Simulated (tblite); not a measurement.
Species: C₅H₆NO₂ (doublet state).
Cartesian coordinates in Å at the GFN2-xTB level; atoms count from 1:
```xyz
14
C5H6NO2 angstrom
O      3.010   -0.696    1.230
C      2.905   -0.192    0.147
N      1.844    0.167   -0.579
C      0.512   -0.018   -0.207
C     -0.119   -0.516    0.857
C     -1.486   -0.318    0.231
O     -2.399    0.511    0.881
C     -0.729    0.280   -1.003
H      2.001    0.581   -1.488
H      0.193   -0.914    1.802
H     -2.027   -1.239    0.008
H     -1.936    1.291    1.210
H     -0.931    1.335   -1.177
H     -0.839   -0.274   -1.934
```

Computed geometry: GFN2-xTB, gas phase. This method treats the open shell by occupation alone, without spin polarisation.

Masses are those of the commonest isotopes; rigid-rotor values at the optimised geometry. The values belong to one conformer with, in the numbering `[O:1]=[C:2][NH:3][C:4]1=[CH:5][C@@H:6]([OH:7])[CH2:8]1`, O1–C2–N3–C4 -2°, C2–N3–C4–C5 2°, C5–C6–O7–H 42°.

**Question.** What are A, B and C (GHz)?

**Answer.** Ia = 88.17, Ib = 436.35, Ic = 498.76 u·Å²; 505379 MHz·u·Å²/I gives 5732, 1158 and 1013 MHz, that is A = 5.7320, B = 1.1582, C = 1.0133 GHz.

**Question.** Classify the top.

**Answer.** A near-prolate asymmetric top. Ray's parameter κ = (2B − A − C)/(A − C) = -0.939; −1 is the prolate and +1 the oblate limit.

**Question.** Is it planar, by Δ = Ic − Ia − Ib?

**Answer.** Not planar: Δ = Ic − Ia − Ib = -25.76 u·Å². For a rigid frame Δ = −2 Σ m c², so Σ m c² = 12.88 u·Å² lies off the ab plane: 5.61 from hydrogen and 7.27 from heavier atoms. The atom farthest from that plane is 1.43 Å away.

**Question.** Give the other two planar moments, Paa and Pbb, and the rms extents of the mass along the axes.

**Answer.** Paa = Σ m a² = (Ib + Ic − Ia)/2 = 423.47 and Pbb = Σ m b² = (Ia + Ic − Ib)/2 = 75.29 u·Å². With the mass M = 112.04 u, the rms extents √(P/M) along a, b and c are 1.94, 0.82, 0.34 Å.

**Question.** Where do the levels up to J = 3 lie, in K?

**Answer.** Above 0(0,0), as E/k:
J = 1: 1(0,1) 0.104, 1(1,1) 0.324, 1(1,0) 0.331
J = 2: 2(0,2) 0.312, 2(1,2) 0.525, 2(1,1) 0.546, 2(2,1) 1.205, 2(2,0) 1.205
J = 3: 3(0,3) 0.624, 3(1,3) 0.827, 3(1,2) 0.869, 3(2,2) 1.517, 3(2,1) 1.518, 3(3,1) 2.632, 3(3,0) 2.632
The levels of one J sum to (2J + 1)J(J + 1)(A + B + C)/3.

**Question.** Estimate the classical rotational partition function at 25 K, 50 K and 500 K.

**Answer.** Point group C1, symmetry number σ = 1; q = (√π/σ)·√((kT/h)³/(ABC)), k/h = 20836.6 MHz/K: 8120 at 25 K, 23000 at 50 K, 727000 at 500 K.

For this open shell read J as N, the rotation without spin; fine and hyperfine splittings come on top. Its GFN2-xTB frequencies are all real (lowest 53 cm⁻¹). These are rigid-rotor constants of the computed structure; measured ground-state constants (B0) also hold zero-point vibration.

Hardware: one thread, Intel Xeon 6975P-C (x86_64), on a shared host. Cost: 0.14 s. These figures are those of the optimisation.
